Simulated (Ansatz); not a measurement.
Abridged output of a molecular run in Ansatz:

```
Functional definition: HF
1019 factors; integrals over basis functions are off by at most 8.1e-4 eV
mean field evaluation 1: about -17284.6262 eV, gradient 4.4e1 eV
mean field evaluation 2: about -17284.7862 eV, gradient 4.4e1 eV
mean field evaluation 4: about -17288.1760 eV, gradient 2.7e0 eV
mean field evaluation 8: about -17288.2114 eV, gradient 1.8e-1 eV
mean field -17288.21153106 eV, -635.3300553958 hartree, gradient 1.6e-6 eV, S^2 0.000000; 0 other end points of the search recorded, 0 dependent functions left out
8 core orbitals not correlated: weight in the atoms' cores, before any rotation towards them, 1.000 or more for the frozen orbitals, at most 0.000 for the correlated occupied ones
reference -17288.21153106 eV, -635.3300553958 hartree; 12, 12 occupied and 143, 143 virtual orbitals, 1019 factors
second order -20.72963495 eV of doubles, -0.00000000 eV of singles
cycle   1  -20.82202372 eV  change   -9.2e-2 eV  update   8.7e-2
cycle   2  -21.23726061 eV  change   -4.2e-1 eV  update   2.4e-2
cycle   3  -21.33024020 eV  change   -9.3e-2 eV  update   1.2e-2
cycle   4  -21.31714970 eV  change    1.3e-2 eV  update   2.8e-3
cycle   5  -21.31665656 eV  change    4.9e-4 eV  update   1.2e-3
cycle   6  -21.31701880 eV  change   -3.6e-4 eV  update   3.1e-4
cycle   7  -21.31681499 eV  change    2.0e-4 eV  update   1.1e-4
cycle   8  -21.31678311 eV  change    3.2e-5 eV  update   3.0e-5
cycle   9  -21.31679265 eV  change   -9.5e-6 eV  update   1.1e-5
perturbative correction -0.81211723 eV, -0.0298447576 hartree
Total energy: -17310.34044094 eV, -636.1432778342 hartree
```

Its atoms:

```xyz
6

O    -0.897    0.691   -0.050
B     0.133   -0.172    0.134
O     1.075   -0.344   -0.817
Cl    0.282   -1.106    1.631
H    -1.503    0.728    0.693
H     0.910    0.203   -1.591
```

(1) Which basis set was used?
A. def2-SVP
B. def2-TZVPP
C. cc-pV(Q+d)Z
D. def2-QZVPP

(2) Write the keys of the input that set method, charge and spin (a neutral closed shell needs none for the last two).

Results:

(1) B. It gives 163 functions.

(2) 
```yaml
correlation: {method: ccsd_t}
```
